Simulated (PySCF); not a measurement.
## Excitation energy of As⁺ by level of theory

As⁺ [Ar] 3d10 4s2 4p2 (3P) → As⁺ [Ar] 3d10 4s1 4p2 4d1 (high-spin determinant), as a difference of total energies. Calculation: PySCF 2.14, in aug-cc-pVTZ-PP with ECP10MDF; a scalar-relativistic core potential. Correlated levels: valence: 3s2 3p6 3d10 frozen. The calculations carry no spin-orbit coupling.

| method | excitation energy (eV) |
| --- | --- |
| UHF | 17.143 |
| LDA | 19.099 |
| PBE | 18.689 |
| PBE0 | 18.552 |
| r2SCAN | 18.576 |
| B3LYP | 19.074 |
| HSE06 | 18.599 |
| BLYP | 19.163 |
| MP2 (valence) | 18.102 |
| SCS-MP2 (valence) | 18.531 |

Q: How much does correlation contribute at MP2 (valence)?

A: 18.102 − (17.143) = 0.959 eV, measured against UHF.

The promoted electron is Rydberg-like, and one or two diffuse shells describe it only roughly, which tends to raise the upper state.

The determinant of the upper state mixes LS terms, which raises its energy above the lowest term, most at the Hartree-Fock and MP2 levels.
